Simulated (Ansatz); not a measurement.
Ansatz results at the PBE0-D4/def2-TZVP geometry: HOMO energy (PBE0/def2-TZVPP) -8.07 eV; HOMO–LUMO gap (PBE0/def2-TZVPP) 8.32 eV; HOMO energy (B3LYP/def2-TZVPP) -7.83 eV.

Each molecule was computed in one conformer, which needn't be the lowest.

**Question.** Which molecule gave them?
A. `CC=C=CCl`
B. `CC(=S)[SiH2]O`
C. `C=C(F)O[SiH2]C`
D. `C#CCCCl`

**Answer.** D. The others give `CC=C=CCl`: -7.22, 6.77, -6.99; `C=C(F)O[SiH2]C`: -6.84, 7.40, -6.64; `CC(=S)[SiH2]O`: -6.75, 4.10, -6.52.

B3LYP here is the variant with VWN-RPA as its local correlation; programs differ in this.
